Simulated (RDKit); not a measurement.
Input for RDKit: MMFF94 on H4O2Si (SMILES O[SiH2]O), a point of a torsion scan.

```python
from rdkit import Chem
from rdkit.Chem import AllChem, rdDetermineBonds

blocks = [
'''7

O    -1.30041404    0.58139020    0.30866431
Si   -0.11886963   -0.49771477    0.00220374
O     1.29759975    0.22240539   -0.36012045
H    -1.23918382    1.48285257    0.00553266
H    -0.37731374   -1.22014282   -1.23172075
H    -0.05589517   -1.28652602    1.22351730
H     1.81908847    0.67820124    0.29442933
''',
]
mol = None
for b in blocks:
    f = Chem.MolFromXYZBlock(b)
    rdDetermineBonds.DetermineBonds(f, charge=0)
    mol = f if mol is None else Chem.CombineMols(mol, f)
Chem.SanitizeMol(mol)
print(Chem.MolToSmiles(Chem.RemoveHs(mol)))
ff = AllChem.MMFFGetMoleculeForceField(mol, AllChem.MMFFGetMoleculeProperties(mol), nonBondedThresh=100.0, ignoreInterfragInteractions=False)
e = ff.CalcEnergy()
print(f'MMFF94 energy {e:.6f} kcal/mol')
```

Program output:

```
O[SiH2]O
MMFF94 energy -49.516575 kcal/mol
```

The run finished.

Cost: about 0.04 core-seconds (a rough figure).
